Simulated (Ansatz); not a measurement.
A structure relaxed at PBE0-D4/def2-TZVP, charge 0, multiplicity 1:

```xyz
13

C     2.903   -0.297   -0.065
C     1.706   -0.389    0.052
Ge   -0.195   -0.503    0.225
C    -0.786    0.922    1.417
C    -0.981   -0.332   -1.550
H     3.961   -0.219   -0.167
H    -0.513   -1.884    0.830
H    -0.309    0.823    2.393
H    -1.868    0.878    1.548
H    -0.521    1.892    0.996
H    -0.717    0.634   -1.982
H    -0.611   -1.120   -2.207
H    -2.068   -0.406   -1.490
```

Problem. Give its formula and SMILES.

Solution. C4H8Ge, `C#[C][GeH]([CH3])[CH3]`.

Problem. Point group (tolerance 0.08 Å, 0.16 Å for H)?

Solution. Cs.

Problem. Summarise the bond lengths by kind.

Solution. 1 × C–C 1.206 Å; 7 × C–H 1.066 to 1.091 Å; 3 × C–Ge 1.912 to 1.949 Å; 1 × Ge–H 1.541 Å.

Program: Ansatz 0.2.0.
